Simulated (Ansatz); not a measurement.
```yaml
crystal:
  periodic: [false, false, false]
  atoms:
    - {symbol: C, position_ang: [-1.985768, 0.699199, -0.365447]}
    - {symbol: O, position_ang: [-1.045013, -0.103247, 0.317156]}
    - {symbol: Si, position_ang: [0.534670, -0.334048, -0.286785]}
    - {symbol: C, position_ang: [1.414468, -1.271215, 0.951124]}
    - {symbol: C, position_ang: [1.209443, 1.356204, -0.516737]}
    - {symbol: N, position_ang: [1.670671, 2.415830, -0.664935]}
    - {symbol: H, position_ang: [-2.274336, 0.293330, -1.379505]}
    - {symbol: H, position_ang: [-1.810074, 1.703271, -0.431559]}
    - {symbol: H, position_ang: [-2.961925, 0.567183, 0.204144]}
    - {symbol: H, position_ang: [0.388558, -0.937386, -1.637845]}
    - {symbol: H, position_ang: [2.468509, -1.371540, 0.594200]}
    - {symbol: H, position_ang: [1.047871, -2.293376, 1.109962]}
    - {symbol: H, position_ang: [1.473182, -0.736580, 1.965453]}
basis:
  gaussian: {orbitals: cc-pVTZ-DK, final_grid: {core_spheres: 20, valence_spheres: 16, degree: 47}, point_charges: [{charge: -1.00, position_ang: [6.641, -0.242, -0.309]}]}
hamiltonian: {xc: {name: HF}}
correlation: {method: mp2, frozen_orbitals: {C: 9}}
output: {forces: true}
```

```sh
$ ansatz run in.yaml --threads 4 --pin off --events-out ev --progress --plain --max-ram 10444MiB
```

It prints (some lines left out):

```
Functional definition: HF
Error: "frozen_orbitals" has no count for O
```

In this input frozen orbitals are typed for one element alone, and the program wants a count for each. The program refused the input.
